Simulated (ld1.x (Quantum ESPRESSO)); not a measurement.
## What one change does to a pseudopotential (Mn (Z = 25), PAW)

Mn (Z = 25), PAW, made with ld1.x (Quantum ESPRESSO) 7.5 (PBE, scalar-relativistic). Core [Ne] 3s2, reference 3p6 3d5 4s1 4p0 (charge +1). Waves: 4s (bound): rcut 2.10, rcutus 2.45 bohr; 4s channel at 0.05 Ry: rcut 2.10, rcutus 2.45 bohr; 3p (bound): rcut 1.25, rcutus 1.55 bohr; 4p (bound, empty): rcut 1.25, rcutus 1.55 bohr; 3d (bound): rcut 1.10, rcutus 1.30 bohr; 3d channel at -0.55 Ry: rcut 1.10, rcutus 1.30 bohr. Local part: all-electron potential smoothed inside 1.10 bohr (lloc = -2). Core correction: Bessel-smoothed model core inside 0.85 bohr. Augmentation charge: BESSEL, radius 0.80 bohr.

All-electron outer shells of the reference configuration (PBE, scalar-relativistic, ld1.x):

| shell | level (eV) | outermost node (bohr) | outermost maximum (bohr) |
| --- | --- | --- | --- |
| 3s | -94.10 | 0.34 | 0.74 |
| 3p | -62.83 | 0.31 | 0.75 |
| 3d | -14.91 | – | 0.76 |
| 4s | -11.88 | 1.05 | 2.38 |
| 4p | -7.19 | 1.15 | 2.95 |

Change: wave 3d channel at -0.55 Ry: rcut 1.10, rcutus 1.30 bohr becomes 3d channel at 3.55 Ry: rcut 1.10, rcutus 1.30 bohr.

Cutoffs: the cutoffs (Ry, on a coarse ladder) from which the occupation-weighted sum of valence levels, in a spherical-Bessel basis at the reference potential, stays within 10 and 1 mRy of its value at 400 Ry; they do not see the model core or the augmentation charge, which bear on the density cutoff. Errors are all-electron minus pseudo energies relative to the spin-unpolarised reference configuration.

What does the change do?

The potential gets neither clearly harder nor softer (60 Ry and 110 Ry → 60 Ry and 110 Ry); both files keep a bound ghost (s); of the 7 tests that both files solve, the error grows in 5 and shrinks in 1 by more than 15 % and 0.3 meV (median size 3.4 → 6.7 meV).

| quantity | base | changed |
| --- | --- | --- |
| cutoff, loose | 60 Ry | 60 Ry |
| cutoff, tight | 110 Ry | 110 Ry |
| loose cutoff by channel (10 mRy a level) | s 6 Ry, p 30 Ry, d 55 Ry | s 6 Ry, p 30 Ry, d 50 Ry |
| bound ghosts | s | s |
| error for 3p6 3d5 4s2 4p0, meV [ΔE -8.42 eV] | +0.9 | +1.6 |
| error for 3p6 3d5 4s0 4p0, meV [ΔE 15.60 eV] | +4.5 | +12 |
| error for 3p6 3d4 4s0 4p0, meV [ΔE 48.12 eV] | -52 | -38 |
| error for 3p6 3d6 4s0 4p0, meV [ΔE -1.60 eV] | -3.4 | -6.7 |
| error for 3p6 3d5 4s1.5 4p0, meV [ΔE -5.06 eV] | +0.8 | +0.9 |
| error for 3p6 3d5 4s0 4p1, meV [ΔE 4.74 eV] | +3.4 | +8.7 |
| error for 3p6 3d5.5 4s1.5 4p0, meV [ΔE -8.90 eV] | -1.6 | -2.2 |
| s: phases at 2.65 bohr within 0.05 rad from the reference energy up to (Ry; the scan ends near 5) | 3.9 | 3.9 |
| p: phases at 2.65 bohr within 0.05 rad from the reference energy up to (Ry; the scan ends near 5) | 4.1 | 4.1 |
| d: phases at 2.65 bohr within 0.05 rad from the reference energy up to (Ry; the scan ends near 5) | to the end of the scan | to the end of the scan |
| lowest overlap eigenvalue by channel | s 0.29, p 0.14, d 0.92 | s 0.29, p 0.14, d 0.37 |

 A true bound ghost makes a file unfit for plane-wave use even where its test errors are small: the radial tests pick states by their node count and pass the ghost by.
